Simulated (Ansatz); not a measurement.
Reaction (cleavage of the Si–Si bond): `O[SiH](F)[SiH2]F` + `N[SiH](F)F` → `F[SiH2]N[SiH](F)F` + `O[SiH2]F`

Calculated with Ansatz (gas phase, PBE0-D4/def2-TZVP geometries, no zero-point term in ΔE). CCSD(T)/CBS adds triple-zeta CCSD(T) − MP2 to the extrapolated MP2 energy (def2 sets, frozen cores). This one scheme is used for every species. Functionals use def2-TZVPP. One conformer a species, not always the lowest.

| level | ΔE (kJ/mol) |
| --- | --- |
| r2SCANh-D4 | -95.0 |
| PBE0 | -84.7 |
| r2SCAN0 | -97.3 |
| MP2/def2-SVP | -113.3 |

Q: What does CCSD(T)/CBS give? (Estimate.)

A: Computed: -101.6 kJ/mol. The listed levels differ from it by 6.6, 16.9, 4.3, -11.7 kJ/mol.

Largest T1 diagnostic among the species: 0.012.

From BLYP to BHLYP (50 % exact exchange), in def2-TZVPP and without D4, ΔE moves by −16.8 kJ/mol. Leaving LDA and LC-ωPBE aside and taking each functional with its dispersion term where it has one, the values, not all of them listed here, spread over 26.5 kJ/mol, from BHLYP-D4 to PBE-D4. LDA lies −6.5 kJ/mol from PBE without D4.
